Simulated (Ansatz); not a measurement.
Basis-set series for BrClH4OSi2 (`O[Si]([SiH3])(Cl)Br`). The species carries charge 0 and has multiplicity 1. All single points use the PBE0-D4/def2-TZVP geometry. It is one conformer, not always the lowest.

Cartesian coordinates in Å:
```
O 1.582 0.670 -0.915
Si 0.513 0.552 0.307
Si -1.165 -0.951 -0.283
Cl -0.285 2.399 0.731
Br 1.546 -0.129 2.157
H 2.349 1.238 -0.810
H -2.123 -1.028 0.848
H -1.856 -0.466 -1.504
H -0.560 -2.284 -0.531
```

```tsv
functional	basis	functions	energy (Eh)	HOMO (eV)	LUMO (eV)
PBE0-D4	def2-SVP	120	-3689.65097	-8.27	-0.16
PBE0-D4	def2-QZVPP	476	-3690.52030	-8.37	-0.53
ωB97M-V	def2-SVP	120	-3690.18254	-10.28	1.78
ωB97M-V	def2-QZVPP	476	-3691.04740	-10.41	1.17
```

(1) Give the rows for def2-TZVPP. (Best estimate.)

Results:

(1) Ansatz gave: 
| functional | basis | functions | energy (Eh) | HOMO (eV) | LUMO (eV) |
| --- | --- | --- | --- | --- | --- |
| PBE0-D4 | def2-TZVPP | 261 | -3690.43015 | -8.35 | -0.45 |
| ωB97M-V | def2-TZVPP | 261 | -3690.96123 | -10.39 | 1.37 |

Positive LUMOs are unbound and depend on the basis. Scalar relativity is left out up to krypton.
